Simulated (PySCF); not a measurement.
H₃O₂, SMILES O[OH2+], charge +1. Coordinates come from a PBE-D3(BJ)/def2-TZVP optimisation. The isomer is the one that the SMILES or the coordinates give; other isomers of the formula were not compared.

Q: Give the equilibrium geometry at PBE-D3(BJ)/def2-TZVP (PySCF confirms it by a frequency run) as a Z-matrix, and its point group. (An estimate is asked for; the answer gives what the named calculation found.)

A: point group Cs.
```
O
H 1 0.9977
H 1 0.9977 2 109.47
O 1 1.4668 2 104.48 3 111.42
H 4 0.9930 1 99.67 2 122.51
```
Charge +1, spin multiplicity 1.
